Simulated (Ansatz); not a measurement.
Gas-phase electronic energies from Ansatz, PBE0-D4/def2-TZVP geometries. CCSD(T)/CBS adds triple-zeta CCSD(T) − MP2 to the extrapolated MP2 energy (def2 sets, frozen cores). def2 core potentials past Kr. For In outer-core shells are correlated without core-valence functions, which leaves a few kJ/mol of doubt a bond. One conformer a species, not always the lowest.

`BC(=C)C` + `[NH2][InH][OH]` → `[CH3][In]([NH2])[OH]` + `BC=C`  (formal exchange of groups at a C–C bond)

```csv
species,CCSD(T)/CBS(def2) energy (Eh)
`BC(=C)C`,-143.12562
`[NH2][InH][OH]`,-322.11394
`[CH3][In]([NH2])[OH]`,-361.38627
`BC=C`,-103.86193
```

Work out ΔE.

ΔE = (-361.38627) + (-103.86193) − (-143.12562) − (-322.11394) = -0.00864 Eh = -5.4 kcal/mol.

Largest T1 diagnostic among the species: 0.016.

In def2-TZVPP, CCSD(T) changes the Hartree–Fock value by −1.4 kcal/mol (the triples alone add −0.1 kcal/mol) and MP2 by −2.1 kcal/mol. From BLYP to BHLYP (50 % exact exchange), in def2-TZVPP and without D4, ΔE moves by +1.2 kcal/mol. At CCSD(T), def2-SVP lies +3.4 kcal/mol from the extrapolated value and def2-TZVPP +0.4 kcal/mol.
